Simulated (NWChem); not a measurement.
Program: NWChem. System: trans-1,3,3,3-tetrafluoropropene (C$_{3}$H$_{2}$F$_{4}$), charge 0, spin multiplicity 1, at a geometry optimised with B3LYP/def2-SVP. Level: MP2/def2-SVP, 7 core orbitals frozen.

Part of the output:

```
             Northwest Computational Chemistry Package (NWChem) 7.3.0
             --------------------------------------------------------

                                NWChem Input Module
                                -------------------

 Scaling coordinates for geometry "geometry" by  1.889725989
 (inverse scale =  0.529177249)

                             Geometry "geometry" -> ""
                             -------------------------

 Output coordinates in angstroms (scale by  1.889725989 to convert to a.u.)

  No.       Tag          Charge          X              Y              Z
 ---- ---------------- ---------- -------------- -------------- --------------
    1 F                    9.0000     2.85243600    -0.03405400     0.06887100
    2 C                    6.0000     1.58850300     0.31335000    -0.13953300
    3 C                    6.0000     0.57257200    -0.45136300     0.25335200
    4 C                    6.0000    -0.84957100    -0.06118200     0.01779500
    5 F                    9.0000    -1.48804700    -0.97376500    -0.73674800
    6 F                    9.0000    -1.52891700     0.02901200     1.17532600
    7 F                    9.0000    -0.95698300     1.12595100    -0.60746300
    8 H                    1.0000     1.48313200     1.27176500    -0.65547800
    9 H                    1.0000     0.74145100    -1.40088500     0.76592100

 Effective nuclear repulsion energy (a.u.)     317.9944913561

            Nuclear Dipole moment (a.u.)
            ----------------------------
        X                 Y               Z
 ---------------- ---------------- ----------------
     0.0000151178     0.0000113384     0.0000018897


 Summary of "ao basis" -> "" (spherical)
 ------------------------------------------------------------------------------
       Tag                 Description            Shells   Functions and Types
 ---------------- ------------------------------  ------  ---------------------
 *                          def2-svp                  on all atoms

 Summary of "ao basis" -> "ao basis" (spherical)
 ------------------------------------------------------------------------------
       Tag                 Description            Shells   Functions and Types
 ---------------- ------------------------------  ------  ---------------------
 F                          def2-svp                 6       14   3s2p1d
 C                          def2-svp                 6       14   3s2p1d
 H                          def2-svp                 3        5   2s1p

                                 NWChem SCF Module
                                 -----------------

  ao basis        = "ao basis"
  functions       =   108
  atoms           =     9
  closed shells   =    28
  open shells     =     0
  charge          =   0.00
  wavefunction    = RHF
  use symmetry    = F
  symmetry adapt  = F

 Summary of "ao basis" -> "ao basis" (spherical)
 ------------------------------------------------------------------------------
       Tag                 Description            Shells   Functions and Types
 ---------------- ------------------------------  ------  ---------------------
 F                          def2-svp                 6       14   3s2p1d
 C                          def2-svp                 6       14   3s2p1d
 H                          def2-svp                 3        5   2s1p

 Forming initial guess at       0.1s

      Superposition of Atomic Density Guess
      -------------------------------------

 Sum of atomic energies:        -511.04303507

      Non-variational initial energy
      ------------------------------

 Total energy =    -513.617945
 1-e energy   =   -1341.934611
 2-e energy   =     510.322175
 HOMO         =      -0.303535
 LUMO         =       0.038342

 Starting SCF solution at       1.9s

 ----------------------------------------------
         Quadratically convergent ROHF

 Convergence threshold     :          1.000E-07
 Maximum no. of iterations :          100
 Final Fock-matrix accuracy:          1.000E-09
 ----------------------------------------------

              iter       energy          gnorm     gmax       time
             ----- ------------------- --------- --------- --------
[...]
    36      0.158715  3 C  py                60      0.159433  5 F  px
    74      0.157919  6 F  px                32     -0.150606  3 C  px

 Vector   28  Occ=2.000000D+00  E=-4.234696D-01
              MO Center=  1.0D+00, -1.3D-01,  9.1D-02, r^2= 1.8D+00
   Bfn.  Coefficient  Atom+Function         Bfn.  Coefficient  Atom+Function
  ----- ------------  ---------------      ----- ------------  ---------------
    34      0.371312  3 C  pz                20      0.317308  2 C  pz
    37      0.282720  3 C  pz                33      0.199443  3 C  py
    23      0.198404  2 C  pz                 6      0.190580  1 F  pz
     9     -0.170423  1 F  pz                19      0.170375  2 C  py
    36      0.152429  3 C  py

 Vector   29  Occ=0.000000D+00  E= 1.260936D-01
              MO Center=  1.1D+00,  3.1D-03,  1.8D-02, r^2= 2.3D+00
   Bfn.  Coefficient  Atom+Function         Bfn.  Coefficient  Atom+Function
  ----- ------------  ---------------      ----- ------------  ---------------
    23      0.644127  2 C  pz                37     -0.573442  3 C  pz
    20      0.384474  2 C  pz                22      0.345037  2 C  py
    36     -0.308574  3 C  py                34     -0.296726  3 C  pz
    19      0.206178  2 C  py                 9     -0.181900  1 F  pz
    33     -0.159161  3 C  py

 Vector   30  Occ=0.000000D+00  E= 1.954602D-01
              MO Center=  1.1D+00, -2.2D-01,  1.4D-01, r^2= 6.0D+00
   Bfn.  Coefficient  Atom+Function         Bfn.  Coefficient  Atom+Function
  ----- ------------  ---------------      ----- ------------  ---------------
   105      1.705209  9 H  s                100     -1.523352  8 H  s
    31     -1.323937  3 C  s                 17      0.981147  2 C  s
    36      0.566747  3 C  py                22      0.533964  2 C  py
    37     -0.304117  3 C  pz                23     -0.291496  2 C  pz
    21     -0.266020  2 C  px                19      0.164382  2 C  py

 Vector   31  Occ=0.000000D+00  E= 2.156118D-01
              MO Center=  1.1D+00,  2.0D-01, -8.8D-02, r^2= 6.4D+00
   Bfn.  Coefficient  Atom+Function         Bfn.  Coefficient  Atom+Function
  ----- ------------  ---------------      ----- ------------  ---------------
   100      1.951379  8 H  s                105      1.721639  9 H  s
    17     -1.654835  2 C  s                 36      1.032095  3 C  py
    22     -0.822865  2 C  py                31     -0.595825  3 C  s
    37     -0.558633  3 C  pz                23      0.448747  2 C  pz
    21      0.423461  2 C  px                35     -0.279298  3 C  px

 center of mass
 --------------
 x =  -0.05514363 y =   0.00455868 z =  -0.00347136

 moments of inertia (a.u.)
 ------------------
         339.615669286029         -31.165899334343           0.174296282811
         -31.165899334343        1248.779010135695           9.257264388843
           0.174296282811           9.257264388843        1262.079528874761

  Mulliken analysis of the total density
  --------------------------------------

    Atom       Charge   Shell Charges
 -----------   ------   -------------------------------------------------------
    1 F    9     9.30   1.99  1.13  0.80  3.34  2.04  0.01
    2 C    6     5.63   1.99  0.89  0.18  1.89  0.60  0.09
    3 C    6     6.31   1.99  0.88  0.32  2.07  1.01  0.04
    4 C    6     5.04   1.99  0.91 -0.06  1.75  0.26  0.20
    5 F    9     9.30   1.99  1.13  0.80  3.34  2.03  0.01
    6 F    9     9.30   1.99  1.13  0.80  3.34  2.03  0.01
    7 F    9     9.31   1.99  1.13  0.80  3.34  2.04  0.01
    8 H    1     0.91   0.75  0.13  0.03
    9 H    1     0.89   0.73  0.13  0.03

       Multipole analysis of the density wrt the origin
       ------------------------------------------------

     L   x y z        total         open         nuclear
     -   - - -        -----         ----         -------
     0   0 0 0     -0.000000      0.000000     56.000000

     1   1 0 0      0.498675      0.000000      0.000015
     1   0 1 0      0.089821      0.000000      0.000011
     1   0 0 1     -0.038607      0.000000      0.000002

     2   2 0 0    -32.171481      0.000000    523.603185
     2   1 1 0      0.879203      0.000000     16.660019
     2   1 0 1     -0.524083      0.000000     -0.929903
     2   0 2 0    -26.744774      0.000000     90.618231
     2   0 1 1     -1.348901      0.000000     -8.123387
     2   0 0 2    -28.573620      0.000000     79.283400

                   NWChem MP2 Semi-direct Energy/Gradient Module
                   ---------------------------------------------

  Basis functions       =    108
  Molecular orbitals    =    108
  Frozen core           =      7
  Frozen virtuals       =      0
  Active alpha occupied =     21
  Active beta occupied  =     21
  Active alpha virtual  =     80
  Active beta virtual   =     80
  Use MO symmetry       = F
  Use skeleton AO sym   = F

  AO/Fock/Back tols     =   1.0D-09  1.0D-09  1.0D-09

 GA uses MA = F    GA memory limited = T

 Available:
  local mem=  1.26D+08
 global mem=  1.44D+08
 local disk=  0.00D+00
  mp2_memr nvloc                    80
  nvloc new                    80
   1 passes of  21:        3145728                      66634                  31396035.
   1 passes of  21: M    126140682           G      144155872           F     122994954.

 Semi-direct pass number   1 of   1  for RHF alpha+beta  at        4.9s
  vrange nnbf                  5493
  mp2_eaftype                   119  avail_ma_in_mb                  1099
 EAF : mp2_eaftype filesize         119   15698018.
  mp2_eaf for mointskh                    119
Node 0 wrote     73.8 Mb in      0.0 s     Agg I/O rate:  2450.6 Mb/s
 Done moints_semi at        8.5s
  mp2_eaftype                   119  avail_ma_in_mb                   980
 EAF : mp2_eaftype filesize         119   15698018.
  mp2_eaf for kh                   119
 Done maket at        9.0s
 Done multipass loop at        9.0s

          -------------------------------------------
          SCF energy                -512.096413286057
          Correlation energy          -1.118199848660
          Singlet pairs               -0.664301023649
          Triplet pairs               -0.453898825011
          Total MP2 energy          -513.214613134718
          -------------------------------------------

          ---------------------------------------------------
                    Spin Component Scaled (SCS) MP2
          Same spin pairs                     -0.302599216674
          Same spin scaling factor             0.333333333333
          Opposite spin pairs                 -0.815600631986
          Opposite spin scaling fact.          1.200000000000
          SCS-MP2 correlation energy          -1.079587163941
          Total SCS-MP2 energy              -513.176000449999
          ---------------------------------------------------

 -----------------------
 Performance information
 -----------------------

 Timer overhead =  2.52D-07 seconds/call

               Nr. of calls         CPU time (s)                 Wall time (s)                GFlops
             ---------------    -------------------     ------------------------------   -------------------
Name         Min   Avg   Max    Min     Avg     Max     Min     Avg     Max   Mx/calls   Min     Max     Sum
mp2: moin     1     1     1    3.6     3.6     3.6      3.6     3.6     3.6     3.6      0.0     0.0     0.0
mp2: make     1     1     1   0.46    0.46    0.46     0.46    0.46    0.46    0.46      0.0     0.0     0.0
mp2: tota     1     1     1    4.1     4.1     4.1      4.1     4.1     4.1     4.1      0.0     0.0     0.0

 The average no. of pstat calls per process was 3.00D+00
 with a timing overhead of 7.55D-07s

 Task  times  cpu:        8.9s     wall:        8.9s

 Total times  cpu:        9.0s     wall:        9.0s
```

**Question.** Write an NWChem input that would produce this output.

**Answer.** One answer among several that fit: 
```
start mol
memory heap 200 mb stack 900 mb global 1100 mb
geometry units angstroms nocenter noautoz noautosym
  F      2.852436    -0.034054     0.068871
  C      1.588503     0.313350    -0.139533
  C      0.572572    -0.451363     0.253352
  C     -0.849571    -0.061182     0.017795
  F     -1.488047    -0.973765    -0.736748
  F     -1.528917     0.029012     1.175326
  F     -0.956983     1.125951    -0.607463
  H      1.483132     1.271765    -0.655478
  H      0.741451    -1.400885     0.765921
end
basis spherical
  * library def2-svp
end
scf
  rhf
  nopen 0
  maxiter 100
  thresh 1e-7
  semidirect memsize 60000000 filesize 0
end
mp2
  freeze core 7
end
task mp2 energy
```
